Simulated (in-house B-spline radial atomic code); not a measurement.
## RPA and G0W0 on LDA exchange-only: O⁴⁺

Configuration [He] 2s2, mean-field start LDA exchange-only. Computed with an all-electron radial atomic-structure program (B-spline basis): all electrons, non-relativistic, point nucleus, each spin shell either full or empty, empty states to l = 9 with an (l + 1/2)⁻⁴ tail; G0W0 by contour deformation at full frequency.

Command:
```bash
python run_gw.py task.json out
```
Settings (radii: box in bohr, nucleus in fm):
```
Z                        8
electrons                4
configuration            [He] 2s2
hamiltonian              nr
method                   lda,
lmax                     9
spin_polarised           False
box_radius               11.96
intervals                45
ion_configuration        [He] 2s1
```

Cost of the run: 0.7 s on 1 thread of Arm Neoverse V2, on a shared host.

Energies (hartree):

```json
{"term": "mean-field total", "value": "-67.50267"}
{"term": "Hartree-Fock functional on these orbitals", "value": "-68.25272"}
{"term": "direct second order", "value": "-0.39021"}
{"term": "second-order exchange", "value": "0.19191"}
{"term": "SOSEX correction", "value": "0.13459"}
```

Problem. What is the RPA correlation energy, and what remains with SOSEX?

Solution. RPA gives -0.27419 hartree (-1.87 eV per electron); RPA + SOSEX gives -0.1396, and the second-order doubles -0.1983 hartree (no singles). SOSEX takes back 49 % of the RPA value.

Quasi-particle levels (eV):

```
level  occupied  mean field  Σx - vxc     Σc  QP weight    G0W0
   2s       yes     -100.45    -10.96      ?          ?       ?
   2p        no      -87.50     11.14  -1.72      0.960  -78.08
```

G0W0 = mean field + (Σx - vxc) + Σc, with Σc (partial-wave tail included) taken at the quasi-particle energy. Levels of low weight are left out.

Problem. Where does G0W0 put 2s?

Solution. At -113.84 eV, with Σc = -2.44 eV and a quasi-particle weight of 0.944. The tabulated removal energy is 113.899 eV (NIST, measured).

Problem. What does it cost to remove one electron (to [He] 2s1) by differences of total energies, each species on its own start (correlation terms add to the Hartree-Fock functional)?

Solution. LDA exchange-only 109.92 eV, Hartree-Fock functional 110.98 eV, + RPA 114.20 eV, + RPA + SOSEX 113.43 eV, + second order 114.96 eV. Tabulated: 113.899 eV (NIST, measured).
